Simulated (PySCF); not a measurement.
A PySCF script (with the pyscf-properties extension) for the NMR shieldings of SMILES C/N=C/[C@@H]1C[Si@@H](CF)N1, C₅H₁₁FN₂Si, on a GFN2-xTB geometry:

```python
import basis_set_exchange as bse
import numpy as np
from pyscf import gto, dft
from pyscf.prop import nmr

atoms = """
C    -3.049886    0.719105   -1.444035
N    -1.744058    0.215003   -1.162739
C    -1.564636   -0.645626   -0.268928
C    -0.202900   -1.149917    0.055801
C     0.316022   -0.531456    1.369671
Si    1.433674    0.563356    0.270868
C     3.338913    0.465229    0.406960
F     3.806953    1.557370    1.110457
N     0.847695   -0.639773   -0.816403
H    -3.837307    0.277202   -0.817766
H    -3.032762    1.799859   -1.299022
H    -3.270461    0.528313   -2.494976
H    -2.380587   -1.063905    0.342983
H    -0.218572   -2.247080    0.059693
H    -0.455616   -0.031064    1.944943
H     0.804004   -1.262836    2.006112
H     1.039995    1.973905    0.220561
H     3.701100   -0.418898    0.934575
H     3.819425    0.505533   -0.571939
H     0.643856   -0.603641   -1.802571
"""
names = dict.fromkeys(["C", "N", "Si", "F", "H"], "pcSseg-1")
basis = {el: gto.basis.parse(bse.get_basis(n, elements=[el], fmt="nwchem")) for el, n in names.items()}
mol = gto.M(atom=atoms, basis=basis, charge=0, verbose=0)
mf = dft.RKS(mol, xc="PBE0")
mf.grids.level = 2
mf.grids.alignment = dft.numint.BLKSIZE   # the property module wants whole blocks of grid points
mf.conv_tol = 1e-9
mf.kernel()

calc = nmr.RKS(mf)   # GIAO
C = mf.mo_coeff
Co = C[:, mf.mo_occ > 0]
resp = mf.gen_response(singlet=True, hermi=2)
def vind(x):   # induced exchange potential for any number of trial vectors
    d = np.einsum("pi,xij,qj->xpq", C, 2 * x.reshape(-1, C.shape[1], Co.shape[1]), Co, optimize=True)
    return np.einsum("xpq,pi,qj->xij", resp(d - d.transpose(0, 2, 1)), C, Co, optimize=True).ravel()
mo1, _ = nmr.rhf.solve_mo1(calc, with_cphf=vind)
sigma = calc.kernel(mo1)
for i, s in enumerate(sigma):   # ppm
    w = np.linalg.eigvalsh((s + s.T) / 2)
    print("%2d %-2s iso %8.1f  s11 %8.1f  s22 %8.1f  s33 %8.1f" % (i, mol.atom_pure_symbol(i), w.mean(), *w))
```

Question: What are the results?

Answer: 
```
 0 C  iso    136.6  s11    110.7  s22    119.9  s33    179.1
 1 N  iso    -88.1  s11   -433.1  s22   -106.6  s33    275.4
 2 C  iso     14.3  s11    -87.3  s22     34.3  s33     95.9
 3 C  iso    126.2  s11    110.8  s22    122.4  s33    145.3
 4 C  iso    168.6  s11    148.6  s22    165.1  s33    192.2
 5 Si iso    343.1  s11    310.3  s22    328.3  s33    390.8
 6 C  iso    106.3  s11     62.3  s22     80.0  s33    176.7
 7 F  iso    481.5  s11    441.0  s22    483.1  s33    520.4
 8 N  iso    220.4  s11    185.8  s22    221.3  s33    254.1
 9 H  iso     28.5  s11     26.0  s22     26.9  s33     32.5
10 H  iso     27.8  s11     24.6  s22     26.8  s33     32.0
11 H  iso     27.7  s11     24.4  s22     26.4  s33     32.3
12 H  iso     23.8  s11     22.5  s22     23.6  s33     25.1
13 H  iso     27.4  s11     23.6  s22     25.1  s33     33.6
14 H  iso     30.6  s11     27.0  s22     28.9  s33     36.0
15 H  iso     29.8  s11     26.8  s22     27.1  s33     35.7
16 H  iso     26.0  s11     22.4  s22     25.5  s33     30.1
17 H  iso     26.7  s11     22.9  s22     26.9  s33     30.2
18 H  iso     26.8  s11     23.3  s22     27.1  s33     30.1
19 H  iso     30.7  s11     23.2  s22     27.3  s33     41.4
```

These numbers come from an equivalent density-fitted implementation of the same equations, which agrees with the script to about 0.01 ppm for H and up to a few tenths of a ppm for heavy atoms, so last digits may differ.

Question: Turn these shieldings into chemical shifts. Chemical shifts δ = σref − σ; TMS for $^{13}$C (σref 186.93) and $^{29}$Si (σref 349.16) and $^{1}$H (σref 31.72); $^{15}$N (σref 267.73) vs NH3; CFCl3 for $^{19}$F (σref 170.95), all at this level.

Answer: Averaging equivalent atoms: C 2: 172.6; C 6: 80.6; C 3: 60.8; C 0: 50.3; C 4: 18.3; N 1: 355.9; N 8: 47.4; Si 5: 6.0; F 7: -310.5; H 12: 7.96; H 16: 5.70; H 17: 5.04; H 18: 4.87; H 13: 4.28; H 9/10/11: 3.71; H 15: 1.88; H 14: 1.09; H 19: 1.05 ppm. Unscaled 19F shifts against computed CFCl3 carry errors that often reach 10 to 50 ppm. Experimental scales use liquid or dissolved standards, which lie at an offset from isolated NH3 (liquid NH3: subtract about 20 ppm). Unscaled 15N shifts of sp2 nitrogen come out 20 to 40 ppm too high even then.

Size and cost of the density-fitted run: 215 basis functions, 2.8 min wall time (110 s CPU) on 1 thread of an Intel Xeon, shared host; peak memory 1 GiB.
